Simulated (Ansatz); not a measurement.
Molecule: CSi, net charge 0, triplet state. SMILES: [C]=[Si]
Structure (B3LYP-D3(BJ)/def2-TZVP (Ansatz, a program for electronic structure) minimum search):
```xyz
2

Si     0.0000     0.0000    -0.5141
C      0.0000     0.0000     1.1995
```
Charge 0, spin multiplicity 3.

Atomisation energy built up term by term with Ansatz (kcal/mol; UHF references for open shells; valence terms freeze the core; atomic spin-orbit terms are left out). CBS(X,Y): correlation extrapolated as X^-3; Hartree-Fock from the larger set (for Q and 5 zeta extrapolated as (X+1)exp(-9√X)).

The UHF reference is spin-contaminated (<S^2> 0.53 over the pure value in the largest basis). The T1 diagnostic of CCSD in the largest basis is 0.092, which is high, so the coupled-cluster rows are less sure than usual.

```csv
term,basis,kcal/mol
Hartree-Fock,"CBS(cc-pV(Q+d)Z,cc-pV(5+d)Z)",61.96
CCSD correlation,"CBS(cc-pV(Q+d)Z,cc-pV(5+d)Z)",32.31
(T),"CBS(cc-pV(Q+d)Z,cc-pV(5+d)Z)",6.08
CCSDT - CCSD(T),cc-pV(D+d)Z,1.49
(Q),cc-pV(D+d)Z,0.64
core correlation,cc-pwCVTZ,0.71
scalar relativity (X2C),cc-pVTZ-DK against cc-pVTZ,-0.14
sum: De,,103.1
```

(T) makes 6.1 % of the CCSD(T) atomisation energy.
